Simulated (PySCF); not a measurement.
C₂H₆ClSn, SMILES [Cl][Sn]([CH3])[CH3], multiplicity 2. Geometry optimised at B3LYP-D3(BJ)/def2-SVP. The multiplicity is an assumed one; no other spin state was optimised. The isomer is the one that the SMILES or the coordinates give; other isomers of the formula were not compared. The def2 effective core potentials stand for the cores of Sn; spin–orbit coupling is left out.

Computed equilibrium geometry at B3LYP-D3(BJ)/def2-SVP (PySCF confirms it by a frequency run) as Cartesian coordinates in Å, and its point group:
point group Cs.
```xyz
10

Sn    -0.2943     0.3441     0.0000
C     -1.0691    -0.6591    -1.7991
H     -0.7875    -1.7199    -1.7172
H     -2.1631    -0.5563    -1.8363
H     -0.6165    -0.2211    -2.6984
C     -1.0691    -0.6591     1.7991
H     -0.7875    -1.7199     1.7172
H     -0.6165    -0.2211     2.6984
H     -2.1631    -0.5563     1.8363
Cl     2.0400    -0.2531     0.0000
```
Charge 0, spin multiplicity 2.
